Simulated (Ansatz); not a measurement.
System: CH₃ (charge 0, doublet). 
Geometry from a B3LYP-D3(BJ)/def2-TZVP (Ansatz, a first-principles code) optimisation:
```xyz
4

C      0.0000     0.0000     0.0000
H      0.5356     0.9359     0.0375
H     -1.0789    -0.0041    -0.0111
H      0.5433    -0.9318    -0.0264
```
Charge 0, spin multiplicity 2.

Basis-set convergence of Hartree-Fock and MP2 correlation energies (hartree) with Ansatz. Correlated levels leave the core frozen unless marked. Open shells are spin-unrestricted. No spin-orbit coupling. No relativistic terms.

```tsv
basis	functions	E(HF)	E(corr, MP2)
def2-SVP	29	-39.53296	-0.12635
def2-TZVPP	73	-39.57870	-0.15761
def2-QZVPP	147	-39.58080	-0.16799
```

Extrapolating the two largest sets (X = 3 and 4) as X^-3: E(corr) = (64·(-0.16799) - 27·(-0.15761))/37 = -0.1756 Eh, an estimate of the basis-set limit. The largest set recovers 95.7 % of it, the smallest 72.0 %.
